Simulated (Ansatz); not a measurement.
Computed with Ansatz on PBE0-D4/def2-TZVP structures; ΔE is electronic, products minus reactants. CBS: MP2 limit from def2 TZ/QZ plus the TZ coupled-cluster correction, frozen cores. This one scheme is used for every species. Functionals use def2-TZVPP. def2 core potentials past Kr. For Y outer-core shells are correlated without core-valence functions, which leaves a few kJ/mol of doubt a bond.

Consider the formal exchange of groups at a Y–F bond: `[F][Y]([Cl])[Cl]` + CH₄ → `[CH3][Y]([Cl])[Cl]` + H–F.

CCSD(T)/CBS gives +252.7 kJ/mol.

Another level gave +267.1 kJ/mol. Which?
A. LC-ωPBE/def2-TZVPP
B. MP2/def2-TZVPP
C. BLYP/def2-TZVPP
D. r2SCAN0/def2-TZVPP

A. LC-ωPBE 267.1, MP2/def2-TZVPP 250.7, r2SCAN0 259.3, BLYP 272.4 kJ/mol.

Largest T1 diagnostic among the species: 0.012.

From r2SCAN to r2SCAN0 (25 % exact exchange), in def2-TZVPP and without D4, ΔE moves by −5.9 kJ/mol. In def2-TZVPP, CCSD(T) changes the Hartree–Fock value by −18.1 kJ/mol (the triples alone add −0.8 kJ/mol) and MP2 by −16.3 kJ/mol.
